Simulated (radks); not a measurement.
Results of a calculation; reference values are marked as such.
Charge is removed step by step from the 4p down level of the molybdenum ion Mo+, starting from [Ar] 3d10 4s2 4p(up 3, down 3) 4d5. Code: a radial shooting solver on a logarithmic mesh with Libxc functionals. Model: scalar-relativistic Kohn-Sham, PBE, spin-polarised, spherical densities, point nucleus; open shells are filled with parallel spins first (spin-orbit coupling, left out, can overturn this in heavy ions).

| removed (e) | E - E(0) (eV) | eigenvalue (eV) | E minus straight line (eV) |
|---|---|---|---|
| 0 | 0.000 | -43.073 | 0.000 |
| 0.1 | 4.361 | -44.180 | -0.530 |
| 0.2 | 8.833 | -45.312 | -0.948 |
| 0.3 | 13.420 | -46.468 | -1.252 |
| 0.4 | 18.123 | -47.646 | -1.439 |
| 0.5 | 22.946 | -48.844 | -1.507 |
| 0.6 | 27.889 | -50.062 | -1.454 |
| 0.7 | 32.955 | -51.298 | -1.279 |
| 0.8 | 38.145 | -52.551 | -0.979 |
| 0.9 | 43.461 | -53.820 | -0.553 |
| 1 | 48.905 | -55.105 | 0.000 |

Removing the whole electron costs 48.905 eV by Delta-SCF, against 43.073 eV from minus the eigenvalue at the starting occupation. Slater's transition state (half an electron removed) gives 48.844 eV. Integrating minus the eigenvalue over the occupation (Janak's theorem) gives 48.926 eV. In this scalar-relativistic scheme the density is built from large components alone, so the theorem holds only approximately. The mean slope of the eigenvalue, de/dn, is 12.0 eV per electron.
